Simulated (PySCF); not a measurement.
B3LYP has the VWN-RPA correlation part, as in Gaussian. 

Cartesian coordinates (Å):
```xyz
9

C     -1.2476    -0.3808    -0.0302
C     -0.0186     0.3403    -0.5181
C      1.0972     0.4205     0.1573
N      2.0928     0.5991     0.8455
H     -1.5225    -1.1949    -0.7056
H     -2.1004     0.3001     0.0273
H     -1.0888    -0.8040     0.9611
H     -0.0417     0.8196    -1.4900
H      2.8296    -0.1000     0.7526
```
Charge 0, multiplicity 1.

### Question
What dipole moment, HOMO–LUMO gap and HOMO does B3LYP-D3(BJ)/def2-TZVP (PySCF) give?

### Answer

The dipole moment is 1.65 D, the HOMO–LUMO gap is 5.99 eV and the HOMO is -6.30 eV.
